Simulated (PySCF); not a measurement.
**Dipole moment and polarisability of `[H]/N=C1\CC[C@H]1C(F)(F)F`**

C₅H₆F₃N.
Cartesian coordinates in Å at the GFN2-xTB level; atoms count from 1:
```
atom  x, y, z in Å
N1     1.5416    1.6095   -0.1497
C2     0.9284    0.5268   -0.1533
C3     1.2140   -0.9472    0.0281
C4    -0.2562   -1.2400   -0.3250
C5    -0.5440    0.2746   -0.4126
C6    -1.4503    0.7898    0.6867
F7    -1.5807    2.1186    0.6785
F8    -2.6934    0.2823    0.5793
F9    -1.0165    0.4473    1.9100
H10    2.5389    1.5605    0.0429
H11    1.9571   -1.3525   -0.6564
H12    1.4950   -1.2066    1.0476
H13   -0.3931   -1.7570   -1.2709
H14   -0.8207   -1.7539    0.4496
H15   -0.9243    0.6557   -1.3616
```

Level: PBE0/def2-SVPD (PySCF), static field, nuclei fixed, core orbitals frozen in the response. The polarisability tensor in these axes (au):

```
x   72.24  3.19 -0.23
y    3.19 71.44  0.67
z   -0.23  0.67 54.33
```

Give the principal values, the mean and the anisotropy Δα = √{½[(α1 − α2)² + (α2 − α3)² + (α1 − α3)²]}.

Principal values 54.30, 68.66 and 75.06 au; mean 66.00 au = 9.78 Å³ = 10.88 × 10⁻⁴⁰ C²·m²/J; Δα = 18.41 au (28 % of the mean).

What is the dipole moment, and where does it point?

(2.05, -2.98, -1.33) D, 3.85 D in size, pointing from the negative to the positive side. Measured along this direction, the outermost atoms are F7 at the negative end and H11 at the positive end.

Give the principal axes and the span of the nuclei along them.

Largest value along (0.75, 0.66, 0.01), where the nuclei span 4.76 Å; middle along (-0.66, 0.75, 0.05), 5.00 Å; least along (0.02, -0.04, 1.00), 3.27 Å. The strongest response doesn't lie along the longest of the three spans.

How large is μ²/3kT at 250 K beside α?

In Gaussian units μ²/3kT = 143.43 Å³ against 9.78 Å³, a ratio of 14.66; the Debye molar polarisation (4π/3)N_A(α + μ²/3kT) is 386.5 cm³/mol, leaving out the vibrational part.

Find the Langevin capture rate constant for H3O+ (19.018 u) meeting this molecule (137.045 u), k = 2.342 × 10⁻⁹ cm³/s × √(α in Å³ / reduced mass in u).

The reduced mass is 16.70 u, so k = 1.79 × 10⁻⁹ cm³/s. The formula leaves out the permanent dipole, which adds to the capture rate.

Estimate the molar refractivity from the static electronic polarisability.

Lorentz–Lorenz: R = (4π/3)N_A α = 2.5225 cm³/(mol·Å³) × 9.78 Å³ = 24.7 cm³/mol, in the limit of long wavelengths.

What would n − 1 = 2πNα be for an ideal gas of these molecules at 400 K and 1 atm, electronic part alone?

N = p/kT = 1.8347 × 10¹⁹ cm⁻³, so n − 1 = 2π × N × 9.78 × 10⁻²⁴ cm³ = 1128 × 10⁻⁶ at long wavelengths, for an ideal gas.

Geometry: GFN2-xTB; no solvent, vibrations or thermal averaging.
